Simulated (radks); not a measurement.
Removal energies from the magnesium ion Mg+, [Ne] 3s1, by Delta-SCF beside the eigenvalue of the level emptied. Method: scalar-relativistic Kohn-Sham, PBEsol, spin-polarised, spherical densities, finite nucleus; Fermi nuclear charge, rms radius of each element as measured or else 0.836 A^(1/3) + 0.57 fm; computed with a radial shooting solver on a logarithmic mesh with Libxc functionals. Open shells are filled with parallel spins first.

removed from  final configuration  Delta-SCF (eV)  -eigenvalue (eV)
3s                           [Ne]          15.199            11.887
2p               [He] 2s2 2p5 3s1          67.988            55.413
2s               [He] 2s1 2p6 3s1          100.72            88.475
1s                1s1 2s2 2p6 3s1          1316.6            1265.7
